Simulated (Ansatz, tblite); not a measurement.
Removing and adding an electron: Cu₂Cl₂ (the lowest singlet isomer of a short search). Total charge 0; singlet. Geometry: r2SCAN-D4/def2-SVP. Ansatz, gas phase; energy differences of separate SCF runs; the oxidised species was run as a doublet alone; the reduced species was run as a doublet alone.

Cartesian coordinates in Å:
```
Cu -0.7074 0.0967 0.8870
Cu 0.7077 -0.0968 -0.8874
Cl -0.4483 1.8203 -0.5556
Cl 0.4480 -1.8202 0.5559
```

The xTB rows come from tblite. The structure comes from a short search, and lower isomers may exist.

```csv
level,−HOMO (eV),vertical IE (eV),−LUMO (eV),vertical EA (eV),HOMO–LUMO gap (eV),IE − EA (eV),remarks
GFN1-xTB,11.66,14.20,7.67,4.93,3.98,9.27,–
GFN2-xTB,10.51,13.87,4.31,2.26,6.19,11.62,–
PBE-D4/def2-TZVP,5.52,8.93,2.94,–,2.58,–,–
PBE-D4/def2-TZVPD,5.59,–,3.04,0.97,2.56,–,HOMO above zero (-1 doublet)
r2SCAN-D4/def2-TZVP,5.59,8.92,2.61,–,2.98,–,–
r2SCAN-D4/def2-TZVPD,5.64,–,2.69,0.89,2.95,–,HOMO above zero (-1 doublet)
PBE0-D4/def2-TZVP,7.17,9.24,1.94,–,5.23,–,–
PBE0-D4/def2-TZVPD,7.22,–,2.04,0.67,5.18,–,HOMO above zero (-1 doublet)
```

   A HOMO above zero means that the electron is unbound at that level or that self-interaction error raises the level; the energy of removing that electron tells which. Raw xTB energy differences between charge states are shifted by several eV; the methods need an empirical correction for them.
